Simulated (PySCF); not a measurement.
A species of formula C5H4F2O has this rotational fingerprint, computed with PBE0-D3(BJ)/def2-SVP geometry optimisation, gas phase (PySCF):

| Property | Result |
| --- | --- |
| Rotational constants | A = 4874, B = 1381, C = 1301 MHz |
| Dipole components | \|μa\| = 2.17 D, \|μb\| = 0.28 D, \|μc\| = 0.34 D |
| Inertial defect | -81.16 u·Å² |
| κ | -0.96 |

Problem. Which structure is it? (One computed conformer of each.)
A. `[O:1]=[C:2]1[CH:3]=[C:4]([F:5])[CH2:6][C@H:7]1[F:8]` with O1–C2–C3–C4 171°, C3–C4–C6–C7 10°, C4–C6–C7–F8 -137°, O1–C2–C7–C6 -166°
B. `[CH2:1]=[C:2]([F:3])/[C:4]([F:5])=[CH:6]\[CH:7]=[O:8]` with C1–C2–C4–F5 0°, C4–C6–C7–O8 -179°
C. `FC1=COC(F)=CC1`
D. `[F:1][CH:2]([F:3])[c:4]1[cH:5][cH:6][cH:7][o:8]1` with F1–C2–C4–C5 70°

Solution. D. It is FC(F)c1ccco1, a near-prolate asymmetric top. The candidates at the same level (rigid rotor, commonest isotopes):

```json
{"SMILES": "C=C(F)/C(F)=C\\C=O", "A (MHz)": "3581", "B (MHz)": "1368", "C (MHz)": "989.8", "μa (D)": "3.70", "μb (D)": "0.08", "μc (D)": "0.00", "Δ (u·Å²)": "-0.01", "point group": "Cs", "rotor": "asymmetric top"}
{"SMILES": "FC(F)c1ccco1", "A (MHz)": "4874", "B (MHz)": "1381", "C (MHz)": "1301", "μa (D)": "2.17", "μb (D)": "0.28", "μc (D)": "0.34", "Δ (u·Å²)": "-81.16", "point group": "near Cs", "rotor": "near-prolate asymmetric top"}
{"SMILES": "O=C1C=C(F)C[C@H]1F", "A (MHz)": "3651", "B (MHz)": "1663", "C (MHz)": "1185", "μa (D)": "2.92", "μb (D)": "1.60", "μc (D)": "1.01", "Δ (u·Å²)": "-15.63", "point group": "C1", "rotor": "asymmetric top"}
{"SMILES": "FC1=COC(F)=CC1", "A (MHz)": "5285", "B (MHz)": "1462", "C (MHz)": "1153", "μa (D)": "0.59", "μb (D)": "0.85", "μc (D)": "0.00", "Δ (u·Å²)": "-3.14", "point group": "Cs", "rotor": "asymmetric top"}
```

`O=C1C=C(F)C[C@H]1F` has A 25 % too low; `C=C(F)/C(F)=C\C=O` has A 27 % too low; `FC1=COC(F)=CC1` has C 11 % too low. No structure here is proved a minimum.
